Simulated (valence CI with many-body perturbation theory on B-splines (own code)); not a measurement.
## E1 transitions of Ba XLI

Calculated by relativistic CI+MBPT: six valence electrons over a frozen Dirac-Fock core [Ne], a basis of 9 s, 9 p, 8 d, 6 f, 3 g, 1 h functions for each j, with the one-electron correlation potential Σ1 (screened to all orders), the two-electron term Σ2, the three-electron term Σ3, Breit, model QED; selected single and double excitations, second order for the rest, scaled by the run's own slope (own B-spline code, finite nucleus).

No measured spectrum was set against this ion. As an estimate, large intervals hold to a few tenths of a per cent, small ones and those within an open d or f shell to about a per cent. Among the levels kept, up to 1100 cm⁻¹ of a level comes from second order outside the variational space, and about a tenth of that is noise between levels of different J, which matters for small intervals.

Lines 51 to 85 of 85 in falling wavelength, among levels below 2563500 cm⁻¹, chosen from the strongest by gf and those to the six lowest levels. Wavelengths and rates use the calculated energies. Electric multipoles are in the length gauge with retardation, E1 and E2 with the static RPA response of the core. Weak lines are less certain than strong ones. Lines between different terms over intervals too small for the method are left out, as are lines whose strength nearly cancels. The highest levels of a list are the least certain.

Levels are named by their leading jj configuration (3d3/2^4 stands for four electrons in 3d with j = 3/2), which in mixed levels can hold well under half, so a name can repeat and another be missing. Letters in brackets count levels of one name in rising energy.

```
λ vac (nm)                               Upper                       Lower   A (s⁻¹)  S (a.u.) with core polarisation  S without
     6.113  (3s^2 3p1/2 3p3/2^2 3d5/2) J=2 [b]    (3s^2 3p1/2 3p3/2^3) J=2  5.60e+10                         3.16e-02   3.21e-02
     6.078  (3s^2 3p1/2 3p3/2^2 3d3/2) J=1 [c]    (3s^2 3p1/2 3p3/2^3) J=1  2.84e+10                         9.43e-03   9.60e-03
     6.074      (3s^2 3p1/2^2 3p3/2 3d5/2) J=3  (3s^2 3p1/2^2 3p3/2^2) J=2  1.34e+11                         1.04e-01   1.05e-01
     5.985  (3s^2 3p1/2 3p3/2^2 3d5/2) J=1 [b]    (3s^2 3p1/2 3p3/2^3) J=2  1.14e+10                         3.61e-03   3.67e-03
     5.958  (3s^2 3p1/2 3p3/2^2 3d5/2) J=3 [c]    (3s^2 3p1/2 3p3/2^3) J=2  1.82e+11                         1.33e-01   1.35e-01
     5.926      (3s^2 3p1/2^2 3p3/2 3d5/2) J=1  (3s^2 3p1/2^2 3p3/2^2) J=2  5.00e+10                         1.54e-02   1.57e-02
     5.904  (3s^2 3p1/2 3p3/2^2 3d5/2) J=2 [b]    (3s^2 3p1/2 3p3/2^3) J=1  1.05e+11                         5.33e-02   5.41e-02
     5.785  (3s^2 3p1/2 3p3/2^2 3d5/2) J=1 [b]    (3s^2 3p1/2 3p3/2^3) J=1  1.80e+11                         5.16e-02   5.25e-02
     5.780  (3s^2 3p1/2 3p3/2^2 3d5/2) J=2 [c]    (3s^2 3p1/2 3p3/2^3) J=2  1.95e+11                         9.30e-02   9.46e-02
     5.764            (3s 3p1/2^2 3p3/2^3) J=1  (3s^2 3p1/2^2 3p3/2^2) J=0  9.17e+10                         2.60e-02   2.65e-02
     5.758            (3s 3p1/2^2 3p3/2^3) J=2  (3s^2 3p1/2^2 3p3/2^2) J=2  1.45e+11                         6.81e-02   6.94e-02
     5.619              (3s 3p1/2 3p3/2^4) J=0    (3s^2 3p1/2 3p3/2^3) J=1  2.19e+11                         1.92e-02   1.96e-02
     5.593  (3s^2 3p1/2 3p3/2^2 3d5/2) J=2 [c]    (3s^2 3p1/2 3p3/2^3) J=1  2.46e+11                         1.06e-01   1.08e-01
     5.426            (3s 3p1/2^2 3p3/2^3) J=1  (3s^2 3p1/2^2 3p3/2^2) J=2  7.68e+10                         1.82e-02   1.85e-02
     5.276  (3s^2 3p1/2 3p3/2^2 3d3/2) J=1 [a]  (3s^2 3p1/2^2 3p3/2^2) J=0  1.77e+10                         3.84e-03   3.91e-03
     5.011  (3s^2 3p1/2 3p3/2^2 3d3/2) J=2 [a]  (3s^2 3p1/2^2 3p3/2^2) J=2  4.61e+09                         1.43e-03   1.46e-03
     4.992  (3s^2 3p1/2 3p3/2^2 3d3/2) J=1 [a]  (3s^2 3p1/2^2 3p3/2^2) J=2  1.97e+10                         3.63e-03   3.70e-03
     4.907  (3s^2 3p1/2 3p3/2^2 3d3/2) J=3 [a]  (3s^2 3p1/2^2 3p3/2^2) J=2  6.57e+09                         2.68e-03   2.73e-03
     4.741  (3s^2 3p1/2 3p3/2^2 3d5/2) J=1 [a]  (3s^2 3p1/2^2 3p3/2^2) J=0  6.19e+08                         9.77e-05   9.90e-05
     4.629  (3s^2 3p1/2 3p3/2^2 3d3/2) J=2 [b]  (3s^2 3p1/2^2 3p3/2^2) J=2  5.65e+10                         1.38e-02   1.41e-02
     4.625  (3s^2 3p1/2 3p3/2^2 3d5/2) J=3 [a]  (3s^2 3p1/2^2 3p3/2^2) J=2  1.51e+10                         5.18e-03   5.27e-03
     4.580  (3s^2 3p1/2 3p3/2^2 3d3/2) J=1 [b]  (3s^2 3p1/2^2 3p3/2^2) J=0  5.28e+07                         7.50e-06   7.74e-06
     4.510  (3s^2 3p1/2 3p3/2^2 3d5/2) J=1 [a]  (3s^2 3p1/2^2 3p3/2^2) J=2  1.24e+10                         1.69e-03   1.72e-03
     4.418  (3s^2 3p1/2 3p3/2^2 3d3/2) J=3 [b]  (3s^2 3p1/2^2 3p3/2^2) J=2  6.63e+11                         1.97e-01   2.01e-01
     4.413  (3s^2 3p1/2 3p3/2^2 3d3/2) J=1 [c]  (3s^2 3p1/2^2 3p3/2^2) J=0  6.66e+11                         8.47e-02   8.63e-02
     4.389  (3s^2 3p1/2 3p3/2^2 3d3/2) J=2 [c]  (3s^2 3p1/2^2 3p3/2^2) J=2  7.85e+11                         1.64e-01   1.67e-01
     4.364  (3s^2 3p1/2 3p3/2^2 3d3/2) J=1 [b]  (3s^2 3p1/2^2 3p3/2^2) J=2  8.08e+11                         9.94e-02   1.01e-01
     4.257  (3s^2 3p1/2 3p3/2^2 3d5/2) J=1 [b]  (3s^2 3p1/2^2 3p3/2^2) J=0  1.53e+11                         1.74e-02   1.78e-02
     4.232  (3s^2 3p1/2 3p3/2^2 3d5/2) J=2 [a]  (3s^2 3p1/2^2 3p3/2^2) J=2  2.49e+09                         4.65e-04   4.74e-04
     4.212  (3s^2 3p1/2 3p3/2^2 3d3/2) J=1 [c]  (3s^2 3p1/2^2 3p3/2^2) J=2  1.58e+11                         1.75e-02   1.78e-02
     4.159  (3s^2 3p1/2 3p3/2^2 3d5/2) J=3 [b]  (3s^2 3p1/2^2 3p3/2^2) J=2  4.39e+04                         1.09e-08   9.78e-09
     4.128  (3s^2 3p1/2 3p3/2^2 3d5/2) J=2 [b]  (3s^2 3p1/2^2 3p3/2^2) J=2  3.62e+10                         6.28e-03   6.39e-03
     4.069  (3s^2 3p1/2 3p3/2^2 3d5/2) J=1 [b]  (3s^2 3p1/2^2 3p3/2^2) J=2  3.97e+10                         3.97e-03   4.04e-03
     4.057  (3s^2 3p1/2 3p3/2^2 3d5/2) J=3 [c]  (3s^2 3p1/2^2 3p3/2^2) J=2  2.47e+10                         5.70e-03   5.80e-03
     3.973  (3s^2 3p1/2 3p3/2^2 3d5/2) J=2 [c]  (3s^2 3p1/2^2 3p3/2^2) J=2  4.02e+09                         6.23e-04   6.33e-04
```
